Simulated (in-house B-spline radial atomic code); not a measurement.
A run on Fe (an excited or competing configuration) that did not converge. Method: scalar-relativistic (X2C) B97-1, spin-polarised, spherical fractional occupations, Fermi nucleus of rms radius 3.7377 fm; computed with an all-electron radial atomic-structure program (B-spline basis).

Command:
```bash
python run_scf.py task.json out
```
Settings (nuclear radius in fm, mass in u):
```
Z                26
configuration    [Ar] 3d5 4s2 5s1
hamiltonian      x2c
method           b97_1
spin_polarised   True
nucleus          fermi
rms_radius       3.7377
atomic_mass      55.93494
speed_of_light   137.035999084
```

First and last ten iterations of the last attempt (damped for 15 steps, keeping 80 % of the old Fock matrix, then DIIS):
```
 iter        energy (Eh)    residual
    1       -1258.796942    4.03e-01
    2       -1265.333954    4.83e-01
    3       -1268.496793    3.44e-01
    4       -1270.292278    2.33e-01
    5       -1271.264923    1.50e-01
    6       -1271.767079    9.45e-02
    7       -1272.015378    6.81e-02
    8       -1272.134510    4.95e-02
    9       -1272.191138    3.70e-02
   10       -1272.218478    2.82e-02
  111       -1272.250300    4.68e-05
  112       -1272.250300    3.53e-05
  113       -1272.250300    4.65e-05
  114       -1272.250300    1.60e-06
  115       -1272.250300    1.43e-06
  116       -1272.250300    1.25e-06
  117       -1272.250300    1.26e-06
  118       -1272.250300    1.64e-06
  119       -1272.250300    3.69e-06
  120       -1272.250300    1.56e-06
 not converged after 120 iterations
```

The smallest residual met was 1.1e-06; the threshold is about 3e-07. Over the last five steps the energy moves by less than 1e-08 hartree, but the orbitals didn't meet the threshold. Run time, properties included: 4.4 s on 1 thread of Arm Neoverse V1, on a shared host.
